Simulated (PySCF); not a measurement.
C6H10P (charge +1).
Atom-mapped SMILES: `[CH3:1][C:2]1=[CH:3][PH2+:4][C:5]([CH3:6])=[CH:7]1`

Structure used (GFN2-xTB), in Å, numbered top down from 1:
```xyz
17
C6H10P angstrom
C      2.6503   -0.1489    0.2083
C      1.2331    0.2057    0.0065
C      0.7754    1.4122   -0.4140
P     -0.9939    1.3421   -0.4979
C     -1.0891   -0.3800    0.0576
C     -2.3565   -1.1338    0.2272
C      0.1782   -0.7834    0.2655
H      2.8121   -0.4571    1.2416
H      2.9126   -1.0005   -0.4202
H      3.3092    0.6822   -0.0233
H      1.3705    2.2737   -0.6593
H     -1.5306    1.5379   -1.7494
H     -1.6548    2.2164    0.3335
H     -2.1512   -2.1455    0.5677
H     -3.0039   -0.6463    0.9560
H     -2.9046   -1.1890   -0.7132
H      0.4362   -1.7738    0.6034
```

Probes without a nucleus sit at each ring's centroid and 1 Å off its mean plane on both sides; NICS is minus the shielding there, NICSzz its component along the normal. Level: GIAO PBE0/pcSseg-1 (PySCF, non-relativistic, gas phase) on the GFN2-xTB geometry, one conformer.

Ring bond lengths (Å), with Mayer bond orders in brackets: C2–C3 1.357 (1.72), C3–P4 1.773 (1.02), P4–C5 1.812 (0.95), C5–C7 1.346 (1.74), C7–C2 1.469 (1.02).

Question: Give the NICS values of each ring in ppm.

Answer: 
```
          ring                                                     type  NICS(0)  NICS(1), two faces  NICS(1)zz, two faces  rms pucker (Å)  centre to ring atoms, mean (Å)
C2–C3–P4–C5–C7  5-membered ring with P; formal bonds 2 double, 3 single      0.2         -2.5 / -2.5             1.3 / 1.3            0.00                            1.32
```

Question: What can be read from them?

Answer: 
- C2–C3–P4–C5–C7: mean NICS(1)zz 1.3 ppm, near zero. P4 has four or more neighbours, and the NICS criterion for π rings isn't applied.

Question: At the second NICS(1) probe listed for ring C2–C3–P4–C5–C7, 1 Å off the ring, how large is the induced field along the normal in 11.7 T applied along it?

Answer: NICSzz × B0 = 1.3 ppm × 11.7 T = 15 μT, along the applied field.

Question: How shielded are the nuclei of the rings and their hydrogens (means over atoms taken as equivalent)?

Answer: 
| atoms | environment | σ isotropic (ppm) | principal values of the symmetric part, first atom (ppm) |
| --- | --- | --- | --- |
| C2 | fully substituted alkene carbon | -2.6 | -130.5, -7.2, 129.9 |
| C3 | alkene CH carbon | 88.3 | -5.2, 127.6, 142.6 |
| P4 | phosphonium phosphorus | 367.9 | 269.6, 357.8, 476.4 |
| C5 | fully substituted alkene carbon | 47.2 | -51.2, 62.9, 130.0 |
| C7 | alkene CH carbon | 25.0 | -83.1, 36.6, 121.6 |
| H11 | vinylic hydrogen | 25.94 | 22.8, 26.1, 29.0 |
| H12 (×2) | P–H hydrogen | 25.37 | 21.5, 22.6, 32.0 |
| H17 | vinylic hydrogen | 24.19 | 21.5, 22.8, 28.3 |
